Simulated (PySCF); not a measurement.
Sb(Me)2 (C₂H₆Sb), SMILES [CH3][Sb][CH3], multiplicity 2.

Geometry optimised at B3LYP-D3(BJ)/def2-SVP. The spin state was assumed, not searched. The isomer is the one that the SMILES or the coordinates give; other isomers of the formula were not compared. The def2 effective core potentials stand for the cores of Sb; spin–orbit coupling is left out.

Level of theory: PySCF with TDA-LC-ωPBE/def2-SVPD.

Vertical excitations. Gas-phase values at a fixed geometry.

Computed UV-visible absorptions:
| state | energy (eV) | λ (nm) | f | main pairs |
|---|---|---|---|---|
| root 1 | 3.00 | 413 | 0.009 | β HOMO→LUMO 98 % |
| root 2 | 4.04 | 307 | 0.000 | α HOMO→LUMO 81 %, β HOMO−1→LUMO 8 % |
| root 3 | 4.71 | 263 | 0.000 | α HOMO→LUMO 8 %, β HOMO−1→LUMO 90 % |
| root 4 | 5.09 | 244 | 0.000 | α HOMO−1→LUMO 35 %, β HOMO→LUMO+1 47 % |
| root 5 | 5.22 | 238 | 0.015 | α HOMO→LUMO+2 53 %, α HOMO→LUMO+1 26 %, α HOMO→LUMO+3 12 % |
| root 6 | 5.67 | 219 | 0.111 | α HOMO→LUMO+1 58 %, α HOMO→LUMO+2 35 % |
| root 7 | 6.07 | 204 | 0.000 | α HOMO−1→LUMO+2 20 %, α HOMO−2→LUMO 13 %, α HOMO−1→LUMO+1 7 %, β HOMO→LUMO+3 23 %, β HOMO−1→LUMO+1 13 % |
| root 8 | 6.62 | 187 | 0.176 | α HOMO−1→LUMO 48 %, α HOMO→LUMO+6 11 %, β HOMO→LUMO+1 32 % |
| root 9 | 7.01 | 177 | 0.004 | α HOMO−2→LUMO 28 %, α HOMO−1→LUMO+2 10 %, β HOMO−1→LUMO+1 22 %, β HOMO→LUMO+3 21 %, β HOMO→LUMO+2 7 % |
| root 10 | 7.20 | 172 | 0.072 | α HOMO−1→LUMO+1 31 %, α HOMO−2→LUMO 11 %, α HOMO−1→LUMO+2 10 %, α HOMO−1→LUMO+3 6 %, β HOMO→LUMO+2 20 %, β HOMO→LUMO+3 15 % |
Unrestricted roots are not spin-pure.
